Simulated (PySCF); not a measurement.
Spinor energies of Yb(48+) (ytterbium, charge +48)

Start: [Ar] 3d4; 3d3/2 filled at m_j = -3/2, -1/2, +1/2, +3/2. Calculated with PySCF 2.14 in an even-tempered Gaussian basis (15 s from 12 bohr⁻², ratio 2.8; 12 p from 16 bohr⁻², ratio 2.8; 8 d from 16 bohr⁻², ratio 2.8; 3 f from 52 bohr⁻², ratio 3): generalised Hartree-Fock with the X2C-1e Hamiltonian and a Gaussian nucleus; one run each with spin-orbit coupling (SO) switched off, then screened by Boettger's factors.

| spinor shell | electrons | ε, spin-free (eV) | ε, screened SO (eV) | weight of nominal j (screened SO) | rms radius, screened SO (bohr) |
| --- | --- | --- | --- | --- | --- |
| 1s1/2 | 2 | -64604.4 | -64583.3 | 1.000 | 0.0223 |
| 2s1/2 | 2 | -13452.0 | -13442.8 | 1.000 | 0.0895 |
| 2p1/2 | 2 | -12208.1 | -12968.6 | 1.000 | 0.0763 |
| 2p3/2 | 4 | -12208.1 | -11883.6 | 1.000 | 0.0829 |
| 3s1/2 | 2 | -4982.1 | -4979.1 | 1.000 | 0.221 |
| 3p1/2 | 2 | -4594.2 | -4794.3 | 1.000 | 0.211 |
| 3p3/2 | 4 | -4594.2 | -4507.0 | 1.000 | 0.225 |
| 3d3/2 | 4 | -4221.7 | -4242.9 | 1.000 | 0.193 |

```tsv
quantity	spin-free	screened SO
E (hartree)	-12060.90080	-12077.88571
M_J	0	0
⟨J²⟩	4.001	0.000
⟨L²⟩	6.001	2.445
⟨S²⟩	6.000	2.445
```

Breit and QED terms are absent; they matter most for the inner s and p1/2 levels.

Densities and radii are taken from the X2C orbitals without a picture-change correction, which distorts them close to the nucleus.

Without spin-orbit coupling the j labels of p, d and f shells carry no meaning; the spin-free column gives the mean over the occupied spinors of each nl shell, and its ⟨J²⟩ belongs to a mixture of degenerate components.
